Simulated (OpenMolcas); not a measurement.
Rh5+ among 6 point charges of -1.7 e arranged as a trigonal antiprism (D3d), with a polar angle of 53.6° against the regular 54.74°.

```yaml
Program: OpenMolcas 26.06
Method: CASSCF
Basis: ANO-RCC-VDZP [6s5p3d1f]
Scalar_Hamiltonian: DKH2, point nucleus
Active_space: 4 electrons in 5 orbitals (4d)
State_averaging: 2S+1 = 5 even, 5 roots; 2S+1 = 3 even, 45 roots; 2S+1 = 1 even, 50 roots
Spin-orbit_coupling: state interaction with AMFI integrals over the reference wave functions
```

All point charges move together. At R = 1.97 Å the first state of the same spin is 4426 cm-1, and at R = 2.05 Å it is 3606 cm-1.

Question: A third run gives 7199 cm-1. What distance was it run at?

Answer: With a power law R^-n the two known points give n = -ln(3606 / 4426) / ln(2.05 / 1.97) = 5.15. Then R = 1.97 × (4426 / 7199)^(1/5.15) = 1.792 Å. The run was at 1.79 Å, so the estimate is off by +0.002 Å.

An orbital doublet at a regular site is open to a Jahn-Teller distortion, which this geometry leaves out. Without dynamic correlation the repulsion within the d shell is too large (B by tens of per cent), so at a given field states of lower spin stand too high. Point charges give a weaker field than real ligands, and real ions of this kind are as a rule low spin; the high spin found here belongs to the model. The ground term spreads over less than 5000 cm-1, several times less than with real ligands, so orbital moments are less quenched and χT lies further from the spin-only value than at real sites (holds for R = 2.05). Point charges carry no covalency, so the field is a model and not that of real ligands. No measured value stands beside these numbers.
